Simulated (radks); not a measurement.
The numbers below are computed, except where a source is named.
Level of theory: non-relativistic Kohn-Sham, LDA (Slater exchange, VWN5 correlation), spin-polarised, spherical densities, point nucleus (a radial shooting solver on a logarithmic mesh with Libxc functionals). Response by self-consistent Sternheimer equations with the Hartree and adiabatic LDA kernel. Rank Sr2+, Mo6+, Zr4+, Rb+, Kr, Nb5+, Ru8+, Tc7+ (NIST ground configurations) by static dipole polarisability, largest first.

Answer. Kr 18.03, Rb+ 9.511, Sr2+ 5.996, Zr4+ 3.044, Nb5+ 2.326, Mo6+ 1.831, Tc7+ 1.475, Ru8+ 1.210 bohr^3.
